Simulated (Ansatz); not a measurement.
Mulliken charges of `CBC(Cl)=C=S` from r2SCAN/def2-TZVPP in Ansatz (PBE0-D4/def2-TZVP geometry).

```
atom   x (Å)   y (Å)   z (Å)  charge (e)
  C1   0.224  -1.527   0.590      -0.230
  B2   0.411  -0.006   0.325       0.045
  C3  -0.474   0.797  -0.623      -0.010
 Cl4  -1.796   0.125  -1.535      -0.109
  C5  -0.238   2.090  -0.777       0.119
  S6   0.069   3.589  -0.927      -0.009
  H7   1.169  -2.054   0.420       0.071
  H8  -0.560  -2.002   0.001       0.061
  H9   0.002  -1.677   1.654       0.071
 H10   1.276   0.615   0.876      -0.009
```

**Question.** By hand: the dipole of these point charges (1 e Å = 4.8032 D).

**Answer.** Σ q r = (0.176, 0.153, 0.108) e Å, of length 0.257 e Å = 1.23 D.

**Question.** How does the dipole of the full density compare? (An estimate is asked.)

**Answer.** Computed: (0.119, 0.099, 0.077) e Å, 0.83 D; the point charges give 1.48 times that, at 2° from its direction.

Point charges leave out the atoms' own dipoles, such as those of lone pairs, and Mulliken's split depends on the basis, so the two needn't agree.
